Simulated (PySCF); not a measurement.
Species: C₇H₁₂N (doublet state).
Z-matrix (Å and degrees, GFN2-xTB geometry), rows numbered from 1:
```
C 
C   1  1.3192
C   2  1.4965  1  124.27
C   3  1.4861  2  111.89  1   122.83
C   4  1.3852  3  125.28  2  -157.36
C   5  1.3726  4  121.44  3   179.91
C   5  1.5119  4  119.56  3    -0.81
N   7  1.4593  5  110.36  4   -58.19
H   1  1.0781  2  121.69  3     0.40
H   1  1.0771  2  122.21  3  -179.74
H   2  1.0828  1  120.29  3   179.41
H   3  1.0989  2  108.79  1  -117.21
H   3  1.0914  2  110.48  1    -0.96
H   4  1.0807  3  116.84  2    23.57
H   6  1.0747  5  121.91  4   179.72
H   6  1.0751  5  121.04  4    -1.06
H   7  1.0957  5  109.56  4    59.79
H   7  1.1023  5  108.96  4   177.19
H   8  1.0145  7  110.16  5  -178.68
H   8  1.0149  7  109.73  5   -60.18
```

The hyperfine couplings belong to this conformer and change with its torsions.

The species is `C=CC[CH]C(=C)CN` [radical].

Computed with UKS B3LYP, pcH-1 on C H N, non-relativistic, mean-field spin-orbit, GIAO in PySCF 2.14.0. Isolated species at its GFN2-xTB geometry (one conformer only). GFN2-xTB frequencies show an imaginary mode (34i cm⁻¹), so this geometry is no minimum at that level. Couplings are sensitive to structure, and on GFN2-xTB geometries they can be far from those on DFT ones. No stability test was run, so a lower SCF solution isn't excluded. ⟨S²⟩ is 0.776 where a pure state has 0.75.

The Mulliken spin populations are largest on C4 (+0.69), C6 (+0.65) and C5 (-0.26). The angles at C4 add up to 360.0°, so it is planar; its axial dipolar tensor and the negative coupling of its proton fit spin in a p orbital normal to that plane.

**Question.** McConnell's relation a(H) = Q·ρ ties the coupling of a proton on a planar π carbon to the spin population of that carbon. What Q do the computed values give?

**Answer.** 
```
  H   C    ρ(C)  a(H) (G)  a/ρ (G)
H14  C4  +0.687    -15.00    -21.8
H15  C6  +0.645    -14.12    -21.9
H16  C6  +0.645    -13.30    -20.6
```

A least-squares line through the origin gives Q = -21.5 G with Mulliken populations.

**Question.** How do the β-proton couplings of this frozen conformer go with θ, the angle between the C–H bond and the normal to the plane of the spin centre's three neighbours, both seen down the bond from centre to carbon?

**Answer.** 
```json
{"β H": "H12", "on": "C3", "centre": "C4", "θ (°)": "7", "cos²θ": "0.99", "a (G)": "+36.63"}
{"β H": "H13", "on": "C3", "centre": "C4", "θ (°)": "57", "cos²θ": "0.30", "a (G)": "+14.01"}
```

Couplings in gauss use g_iso = 2.0026.
